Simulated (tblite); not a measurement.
C7H13OPS.
Structure used (GFN2-xTB), in Å, numbered top down from 1:
```
atom  x, y, z in Å
O1    -0.3400   -0.8134    1.5405
P2    -0.1334   -0.1269    0.2612
C3    -1.6475    0.5101   -0.5152
C4    -2.7039    0.9735    0.4454
C5    -2.8769   -0.3174   -0.2759
C6     0.6636   -1.1995   -1.0062
C7     2.0283   -1.6016   -0.4789
S8     3.1667   -0.1832   -0.4281
C9     2.3496    0.8025    0.8643
C10    1.0002    1.3179    0.3999
H11   -1.5366    1.0230   -1.4607
H12   -2.4648    0.9217    1.4981
H13   -3.3161    1.8181    0.1673
H14   -3.6112   -0.3863   -1.0643
H15   -2.7526   -1.2237    0.2994
H16    0.7496   -0.6907   -1.9661
H17    0.0279   -2.0829   -1.1235
H18    2.5110   -2.3384   -1.1217
H19    1.9446   -2.0026    0.5335
H20    2.2343    0.1704    1.7474
H21    3.0400    1.6159    1.0891
H22    0.5728    1.9894    1.1512
H23    1.0896    1.8510   -0.5466
```

Method: GFN2-xTB as coded in tblite; computed harmonic values from a numerical Hessian at the method's own geometry, unscaled. The method is semi-empirical: single wavenumbers can be off by several per cent or more. One conformer, not necessarily the lowest.

Harmonic wavenumbers (cm⁻¹): 35.9, 73.7, 113.7, 179.3, 179.8, 193.2, 244.7, 275.4, 302.8, 347.3, 365.7, 383.5, 477.8, 641.2, 680.0, 681.2, 707.3, 717.0, 803.6, 806.5, 834.8, 834.9, 856.4, 920.9, 962.4, 985.9, 1010.7, 1031.1, 1038.9, 1049.5, 1067.2, 1070.4, 1078.6, 1089.6, 1117.4, 1146.6, 1152.0, 1211.7, 1243.8, 1246.6, 1250.9, 1262.9, 1274.7, 1327.7, 1408.8, 1414.4, 1420.9, 1432.2, 1439.9, 1473.5, 2933.1, 2933.4, 2961.1, 2961.6, 2986.5, 2989.8, 2991.6, 2992.5, 3047.1, 3078.0, 3078.9, 3086.4, 3102.8.

A = 2273, B = 636.1, C = 585.6 MHz; mass 176.042 u (most abundant isotopes); point group Cs, symmetry number 1.

Q: What is the zero-point energy?

A: Half the sum of the wavenumbers: 41004 cm⁻¹ = 117.24 kcal/mol.

Q: What is S at 298.15 K and 1 bar for an ideal gas of classical rigid rotors and harmonic oscillators?

A: Translation 41.43, rotation 30.32, vibration 32.33: S = 104.1 cal/(mol K).

Q: And Cp and H(298.15 K) − H(0)?

A: Cp = 44.21 cal/(mol K), of which vibrations give 36.26 (their classical limit is 63 R = 125.2); H(298.15 K) − H(0) = 7.56 kcal/mol without the zero-point energy, 5.19 from vibrations.

Q: What must be added to the electronic energy to get the Gibbs energy at 298.15 K and 1 bar?

A: ZPE + [H(298.15 K) − H(0)] − T·S = 117.24 + 7.56 − 31.03 = 93.77 kcal/mol.

Q: How do the functions run with temperature in this model?

A: 
```json
{"T (K)": "150", "S (cal/(mol K))": "81.1", "Cp (cal/(mol K))": "25.5", "H − H(0) (kcal/mol)": "2.45", "G − H(0) (kcal/mol)": "-9.71", "ln q(vib)": "3.23"}
{"T (K)": "250", "S (cal/(mol K))": "96.9", "Cp (cal/(mol K))": "37.7", "H − H(0) (kcal/mol)": "5.59", "G − H(0) (kcal/mol)": "-18.63", "ln q(vib)": "6.10"}
{"T (K)": "400", "S (cal/(mol K))": "119.0", "Cp (cal/(mol K))": "57.6", "H − H(0) (kcal/mol)": "12.76", "G − H(0) (kcal/mol)": "-34.83", "ln q(vib)": "10.54"}
{"T (K)": "600", "S (cal/(mol K))": "146.4", "Cp (cal/(mol K))": "77.6", "H − H(0) (kcal/mol)": "26.41", "G − H(0) (kcal/mol)": "-61.41", "ln q(vib)": "16.61"}
{"T (K)": "900", "S (cal/(mol K))": "181.6", "Cp (cal/(mol K))": "95.9", "H − H(0) (kcal/mol)": "52.68", "G − H(0) (kcal/mol)": "-110.79", "ln q(vib)": "25.42"}
```

q(vib) and H(0) count from the zero-point level.

Q: Which modes carry the vibrational entropy at 298.15 K?

A: 35.9 cm⁻¹: 5.47; 73.7 cm⁻¹: 4.05; 113.7 cm⁻¹: 3.20; 179.3 cm⁻¹: 2.34; 179.8 cm⁻¹: 2.33; 193.2 cm⁻¹: 2.20 cal/(mol K); the other 57 give 12.73 together.

Hindered rotation and anharmonicity are outside this model. Other conformers, if any are populated, would add a mixing term that is left out.

Hardware: Arm Neoverse V1, one thread, on a shared host. The figure is for the frequency step alone.
